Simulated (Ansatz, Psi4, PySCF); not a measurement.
N₂ (SMILES N#N), singlet, at a GFN2-xTB geometry. Base run: WB97X-V/6-31G** (PySCF).

Here is a job for PySCF.
```python
from pyscf import gto, scf, dft

mol = gto.Mole()
mol.atom = '''
    N    -0.00000000   -0.00000000   -0.54911021
    N     0.00000000    0.00000000    0.54911021
'''
mol.basis = '6-31g**'
mol.verbose = 4
mol.build()

mf = dft.RKS(mol)
mf.xc = 'wb97x_v'
mf.kernel()
```

The same geometry, method and basis name were run in Ansatz (a first-principles code) and Psi4 and PySCF, at each program's defaults and at the settings that a row names. The base is PySCF at its defaults. Differences at the defaults can come from grids, fitting, cores and function types together.

| code and settings | ΔE vs base (µEh) | basis functions | E (Eh) | SCF cycles |
|---|---|---|---|---|
| PySCF, defaults (exact integrals, its default grid, spherical functions) | 0.0 | 28 | -109.49090 | 7 |
| Psi4, defaults (density fitting with its default set, its default grid, Cartesian functions) | -2196 | 30 | -109.49309 | 6 |
| Ansatz, defaults (factorised integrals, its default grid, Cartesian functions) | -2213 | 30 | -109.49311 | - |
| PySCF, density fitting with def2-universal-jkfit | -4.9 | 28 | -109.49090 | 7 |
| PySCF, fine grid | 0.3 | 28 | -109.49090 | 7 |
| Psi4, exact integrals, spherical functions, fine grid | 0.5 | 28 | -109.49090 | 8 |
| Ansatz, high accuracy, Cartesian functions as the basis file defines them | -2214 | 30 | -109.49311 | - |
